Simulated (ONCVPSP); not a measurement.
Transferability test, ONCV potential for selenium (Se)

| Property | Result |
| --- | --- |
| Element | Se |
| Generator | ONCVPSP 4.0.1 |
| Type | optimised norm-conserving Vanderbilt (ONCV) |
| Functional | PW91 |
| Relativity | scalar-relativistic |
| Frozen core | [Ne] |
| Valence charge | 24 |
| Reference configuration | 3s2 3p6 3d10 4s2 4p4 |
| Partial waves | 3s+4s: rc 0.90 bohr, ncon 4, nbas 8, qcut 17.6 1/bohr, 3 projectors, debl 2.5 Ha; 3p+4p: rc 0.80 bohr, ncon 3, nbas 7, qcut 21 1/bohr, 2 projectors; 3d: rc 0.95 bohr, ncon 3, nbas 8, qcut 15.9 1/bohr, 2 projectors, debl 1.3 Ha |
| Local potential | polynomial inside 0.55 bohr (lpopt 5, dvloc0 4 Ha) |
| Core correction | Teter function, parameters optimised by the program |

In the d channel the program set the typed energies aside and used -1.956, 0.250 Ha.

Energies are relative to the spin-unpolarised reference configuration 3s2 3p6 3d10 4s2 4p4; without spin polarisation the order of configurations can differ from experiment.

Task: Give the all-electron excitation energy and the error of the potential for: 3s2 3p6 3d10 4s2 4p3; 3s2 3p6 3d10 4s2 4p2; 3s2 3p6 3d10 4s2 4p1; 3s2 3p6 3d10 4s1 4p4.

Result:

```tsv
valence configuration	charge	ΔE all-electron (eV)	error AE − PS (meV)
3s2 3p6 3d10 4s2 4p3	+1	10.902	-0.2
3s2 3p6 3d10 4s2 4p2	+2	31.327	-1.4
3s2 3p6 3d10 4s2 4p1	+3	62.296	-3.7
3s2 3p6 3d10 4s1 4p4	+1	22.464	-1.2
```
